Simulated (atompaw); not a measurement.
**Cutoff test, Cd, PAW (atompaw)**

- Element: cadmium (Cd)
- Generator: atompaw 4.2.0.5
- Type: PAW
- Functional: PBE
- Relativity: scalar-relativistic
- Frozen core: [Ar] 3d10
- Valence charge: 20
- Reference configuration: 4s2 4p6 4d10 5s2 5p0
- Partial waves: 4s (bound); 5s (bound); 4p (bound); 5p (bound, empty); 4d (bound); 4d channel at 0.1 Ry
- Local potential: troulliermartins scheme with l = 3 at -0.5 Ry, radius 1.55 bohr
- Core correction: smooth core density matched at 1.10 bohr
- Augmentation charge: besselshape compensation charge, radius 1.80 bohr; PAW radius 1.95 bohr; waves and projectors: bloechl

The pseudo-atom Hamiltonian at the reference potential is diagonalised in spherical Bessel functions j_l(qr) that vanish at 20 bohr, with q² up to the cutoff. All-electron valence levels (Ry): 4s -7.7848, 5s -0.4160, 4p -4.9220, 5p -0.0870, 4d -0.8624.

Q: How do the lowest levels (Ry) of each channel move with the cutoff, and are there ghosts?

A:

```json
{"cutoff (Ry)": "8", "s #1": "-0.7588", "s #2": "-0.0380", "p #1": "-0.3566", "p #2": "0.0253", "d #1": "0.0592", "d #2": "0.1342", "f #1": "0.1124", "Σ f·Δε (mRy)": "51345.7"}
{"cutoff (Ry)": "15", "s #1": "-4.3075", "s #2": "-0.3869", "p #1": "-0.9812", "p #2": "-0.0050", "d #1": "0.0571", "d #2": "0.1246", "f #1": "0.1124", "Σ f·Δε (mRy)": "39852.7"}
{"cutoff (Ry)": "30", "s #1": "-7.5465", "s #2": "-0.4111", "p #1": "-4.0824", "p #2": "-0.0760", "d #1": "-0.1903", "d #2": "0.0658", "f #1": "0.1124", "Σ f·Δε (mRy)": "12244.9"}
{"cutoff (Ry)": "45", "s #1": "-7.7584", "s #2": "-0.4153", "p #1": "-4.8277", "p #2": "-0.0852", "d #1": "-0.6750", "d #2": "0.0633", "f #1": "0.1124", "Σ f·Δε (mRy)": "2494.0"}
{"cutoff (Ry)": "60", "s #1": "-7.7625", "s #2": "-0.4157", "p #1": "-4.9134", "p #2": "-0.0867", "d #1": "-0.8340", "d #2": "0.0630", "f #1": "0.1124", "Σ f·Δε (mRy)": "380.7"}
{"cutoff (Ry)": "90", "s #1": "-7.7809", "s #2": "-0.4159", "p #1": "-4.9196", "p #2": "-0.0869", "d #1": "-0.8621", "d #2": "0.0629", "f #1": "0.1124", "Σ f·Δε (mRy)": "25.3"}
{"cutoff (Ry)": "140", "s #1": "-7.7848", "s #2": "-0.4160", "p #1": "-4.9218", "p #2": "-0.0870", "d #1": "-0.8623", "d #2": "0.0629", "f #1": "0.1124", "Σ f·Δε (mRy)": "2.0"}
{"cutoff (Ry)": "200", "s #1": "-7.7848", "s #2": "-0.4160", "p #1": "-4.9220", "p #2": "-0.0870", "d #1": "-0.8624", "d #2": "0.0629", "f #1": "0.1124", "Σ f·Δε (mRy)": "0.1"}
{"cutoff (Ry)": "400", "s #1": "-7.7848", "s #2": "-0.4160", "p #1": "-4.9220", "p #2": "-0.0870", "d #1": "-0.8624", "d #2": "0.0629", "f #1": "0.1124", "Σ f·Δε (mRy)": "0.0"}
```

Result: no extra level below or beside the all-electron valence levels (s, p, d, f tested); 10 mRy is reached at 110 Ry and 1 mRy at 160 Ry.
